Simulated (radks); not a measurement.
Trend from K4+ to Kr4+: ionisation energy by Delta-SCF between NIST ground configurations, and size. Calculated with a radial shooting solver on a logarithmic mesh with Libxc functionals: Dirac Kohn-Sham, LDA (Slater exchange, Perdew-Wang correlation), spin-unpolarised, spherical densities, finite nucleus; open shells are shared between the two j in proportion to 2j + 1; Fermi nuclear charge, rms radius of each element as measured or else 0.836 A^(1/3) + 0.57 fm.

| species | configuration | configuration of the ion | IE (eV) | NIST (eV) | kind |
|---|---|---|---|---|---|
| K4+ | [Ne] 3s2 3p3 | [Ne] 3s2 3p2 | 80.273 | 82.7 | semi-emp. |
| Ca4+ | [Ne] 3s2 3p4 | [Ne] 3s2 3p3 | 86.741 | 84.3 | semi-emp. |
| Sc4+ | [Ne] 3s2 3p5 | [Ne] 3s2 3p4 | 93.234 | 91.95 | semi-emp. |
| Ti4+ | [Ar] | [Ne] 3s2 3p5 | 99.766 | 99.30 | exp. |
| V4+ | [Ar] 3d1 | [Ar] | 65.507 | 65.282 | exp. |
| Cr4+ | [Ar] 3d2 | [Ar] 3d1 | 68.661 | 69.46 | semi-emp. |
| Mn4+ | [Ar] 3d3 | [Ar] 3d2 | 71.726 | 72.4 | semi-emp. |
| Fe4+ | [Ar] 3d4 | [Ar] 3d3 | 74.710 | 75.0 | semi-emp. |
| Co4+ | [Ar] 3d5 | [Ar] 3d4 | 77.622 | 79.5 | semi-emp. |
| Ni4+ | [Ar] 3d6 | [Ar] 3d5 | 80.470 | 76.1 | semi-emp. |
| Cu4+ | [Ar] 3d7 | [Ar] 3d6 | 83.259 | 80 | semi-emp. |
| Zn4+ | [Ar] 3d8 | [Ar] 3d7 | 85.993 | 83 | semi-emp. |
| Ga4+ | [Ar] 3d9 | [Ar] 3d8 | 88.678 | 86.0 | semi-emp. |
| Ge4+ | [Ar] 3d10 | [Ar] 3d9 | 91.316 | 90.50 | exp. |
| As4+ | [Ar] 3d10 4s1 | [Ar] 3d10 | 63.786 | 62.8 | exp. |
| Se4+ | [Ar] 3d10 4s2 | [Ar] 3d10 4s1 | 69.067 | 68.3 | semi-emp. |
| Br4+ | [Ar] 3d10 4s2 4p1 | [Ar] 3d10 4s2 | 59.180 | 59.60 | exp. |
| Kr4+ | [Ar] 3d10 4s2 4p2 | [Ar] 3d10 4s2 4p1 | 63.623 | 64.7 | semi-emp. |

Reference values: NIST Atomic Spectra Database (exp. = measured, semi-emp. = semi-empirical, theory = theoretical value adopted there). Spin polarisation and multiplet splitting are left out, so open shells lie too high by an amount that depends on their filling. Sharing an open shell by 2j + 1 raises it above the true ground level by a part of the spin-orbit splitting, which enters the differences from NIST.

Beside tabulated values, note that spin-unpolarised runs miss the spin-polarisation part of the exchange energy of open shells.
